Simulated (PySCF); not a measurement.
# Computed structure and properties of [YbH3(NH3)]−

System: [YbH3(NH3)]− (singlet in the valence; each metal's 4f electrons, 14 of them, lie in its core potential, out of spins and levels); start: displaced along the imaginary mode (C1). Method: PySCF 2.14.0, RKS PBE0, Yb lcecp-0-SVP with ECP60, H def2-SVP, N def2-SVP; non-relativistic Hamiltonian with scalar-relativistic core potentials where named; density fitting; no spin-orbit coupling.

Input of the relaxation:

```python
mol = gto.M(atom='''
Yb     0.13430    -0.13700     0.13593
H      1.01867     1.79358     0.99051
H     -1.50302    -1.25417     1.27275
H      1.13088    -1.08413    -1.67806
N     -1.38017     1.38842    -1.38514
H     -1.94514     2.03256    -0.83136
H     -0.70597     1.95201    -1.91725
H     -1.99829     0.91411    -2.05096''',
    basis={'Yb': 'lcecp-0-SVP', 'H': 'def2-SVP', 'N': 'def2-SVP'},
    ecp={'Yb': 'lcecp-0-SVP'},
    charge=-1, spin=0)
mf = dft.RKS(mol, xc='PBE0')
mf.grids.atom_grid = (50, 194)  # f atoms: unpruned, at least (60, 302)
mf = mf.density_fit()  # fitting sets: Yb AutoAux, H def2-universal-JKFIT, N def2-universal-JKFIT
mf.conv_tol = 1e-08; mf.max_cycle = 55
mf.kernel(dm0)  # dm0: converged density of the start geometry
# quasi-Newton relaxation in Cartesian coordinates to a largest gradient under 0.00045 Eh/bohr, steps kept in the point group
```

Run from Python with OMP_NUM_THREADS=2; the lines above give its settings. Where DIIS fails, smearing, a level shift and second-order steps follow.
It took 120 s on 2 threads of Intel(R) Xeon(R) Platinum 8375C CPU @ 2.90GHz (Ice Lake), on a shared host, from the converged density of the start.

Course of the relaxation:

| step | energy above end (eV) | largest force component within the symmetry (eV/Å) |
| --- | --- | --- |
| 0 | 0.1114 | 0.285 |
| 1 | 0.1087 | 0.035 |
| 2 | 0.1085 | 0.022 |
| 3 | 0.1081 | 0.014 |
| 4 | 0.1080 | 0.014 |
| 5 | 0.1072 | 0.058 |
| 6 | 0.1067 | 0.123 |
| 7 | 0.1061 | 0.173 |
| 38 | 0.0009 | 0.025 |
| 39 | 0.0007 | 0.022 |
| 40 | 0.0004 | 0.017 |
| 41 | 0.0002 | 0.020 |
| 42 | 0.0001 | 0.018 |
| 43 | 0.0000 | 0.013 |
(The steps between are left out.)

Relaxed geometry (Cs):

```xyz
8

Yb    0.0452   -0.3017   -0.0622
H     0.6881    1.9403    0.1565
H    -1.1323   -1.2453    1.6099
H     1.1447   -1.5756   -1.5571
N    -1.4756    1.4245   -1.3538
H    -2.3802    1.7664   -1.0317
H    -0.7291    1.9845   -0.8719
H    -1.4095    1.6124   -2.3532
```

```json
{"contact": "Yb1–H2 (H)", "Å": "2.343"}
{"contact": "Yb1–H3 (H)", "Å": "2.252"}
{"contact": "Yb1–H4 (H)", "Å": "2.251"}
{"contact": "Yb1–H7 (NH3)", "Å": "2.546"}
```

On the finer grid (75, 302):

* HOMO: not given (4f levels lie in the core)
* LUMO: not given (4f levels lie in the core)
* Dipole about the centre of mass: 4.63 D
* Set of Mulliken populations of Yb1 outside the core potential: s 2.69, p 6.78, d 0.66, f 0.00
* D3(BJ) dispersion energy (not in the energies): -0.094 eV

```tsv
atom	Mulliken (e)	Löwdin (e)	spin (e)
Yb1	-0.13	-0.20	0.00
H2	-0.37	-0.31	0.00
H3	-0.29	-0.29	0.00
H4	-0.29	-0.29	0.00
N5	-0.29	-0.09	0.00
H6	0.11	0.07	0.00
H7	0.15	0.06	0.00
H8	0.11	0.07	0.00
```

The 4f levels lie in the core potential and are missing.

On the grid (50, 194), as all that follows. Harmonic modes: a minimum; lowest 100 cm⁻¹ (negative: unstable), highest 3642 cm⁻¹, zero-point energy 1.285 eV.

Taking off one H (charge -1, singlet; the rest: singlet) in vacuum, both parts rigid, costs 3.89 eV; the small basis without counterpoise inflates it.

Rigid scan of H along the line from its metal:

distance to H2 (Å), energy (eV) and a bar:
```
     2.04      0.183 ####
     2.14      0.073 ##
     2.24      0.016 
     2.34      0.000 
     2.44      0.014 
     2.54      0.051 #
     2.74      0.172 ####
     3.04      0.422 ##########
     3.44      0.800 ###################
     3.94      1.257 ##############################
```

Taking off one NH3 (charge 0, singlet; the rest: singlet) in vacuum, both parts rigid, costs 0.75 eV; the small basis without counterpoise inflates it.

Rigid scan of NH3 along the line from its metal:

distance to N5 (Å), energy (eV) and a bar:
```
     2.34      0.216 ###########
     2.44      0.082 ####
     2.54      0.018 #
     2.64      0.000 
     2.74      0.013 #
     2.84      0.045 ##
     3.04      0.138 #######
     3.34      0.292 ###############
     3.74      0.462 #######################
     4.24      0.602 ##############################
```

One start shape was tried, so this needn't be the lowest isomer.

An lcecp potential fixes the number of 4f electrons, so in runs with it no electron can move into or out of that shell.
